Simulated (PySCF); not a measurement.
SMILES C[CH2][Sn]([OH])([O]C)[O]C, GFN2-xTB optimised geometry.

```
20

C     -1.87    -3.27     1.00
C     -1.95    -1.87     1.54
Sn    -1.36    -0.37     0.00
O     -1.99    -0.85    -1.81
O      0.67    -0.37     0.00
C      1.47     0.21    -0.99
O     -1.97     1.59     0.00
C     -1.58     2.57     0.92
H     -2.19    -3.97     1.78
H     -2.51    -3.40     0.14
H     -0.85    -3.52     0.72
H     -1.26    -1.71     2.37
H     -2.96    -1.59     1.83
H     -2.39    -0.11    -2.27
H      2.51     0.01    -0.70
H      1.29    -0.23    -1.97
H      1.33     1.29    -1.05
H     -0.50     2.59     1.08
H     -1.89     3.52     0.49
H     -2.08     2.44     1.89
```

Density from CAM-B3LYP/def2-SVP, def2 effective core potentials past Kr (PySCF) at that geometry. The core electrons that the potentials of Sn replace are not part of the density.

Minimum of the electron density along straight lines between bonded atoms, close to the bond critical point (lines longer than 1.1 times the sum of covalent radii, or with two minima, are not listed):

```tsv
bond	length / Å	ρ at the minimum / e bohr⁻³	∇²ρ there / e bohr⁻⁵	position (fraction from the first atom)
C1–C2	1.506	0.250	-0.59	0.49
C2–Sn3	2.231	0.092	0.07	0.50
Sn3–O4	1.981	0.107	(withheld)	0.51
Sn3–O5	2.030	0.096	0.48	0.51
O5–C6	1.400	0.262	-0.43	0.66
Sn3–O7	2.048	0.092	0.44	0.51
O7–C8	1.399	0.263	-0.44	0.66
C1–H9	1.091	0.275	-1.01	0.63
C1–H10	1.087	0.279	-1.05	0.63
C1–H11	1.086	0.279	-1.05	0.63
C2–H12	1.088	0.278	-1.04	0.64
C2–H13	1.089	0.277	-1.03	0.64
O4–H14	0.959	(withheld)	(withheld)	0.82
C6–H15	1.093	0.281	-1.07	0.64
C6–H16	1.093	0.281	-1.07	0.63
C6–H17	1.094	0.280	-1.06	0.63
C8–H18	1.092	0.281	-1.07	0.63
C8–H19	1.093	0.281	-1.08	0.64
C8–H20	1.093	0.280	-1.06	0.63
```

Task: Fill in the missing entries.

Result: 
- Sn3–O4, ∇²ρ there / e bohr⁻⁵: 0.58
- O4–H14, ρ at the minimum / e bohr⁻³: 0.350
- O4–H14, ∇²ρ there / e bohr⁻⁵: -2.34
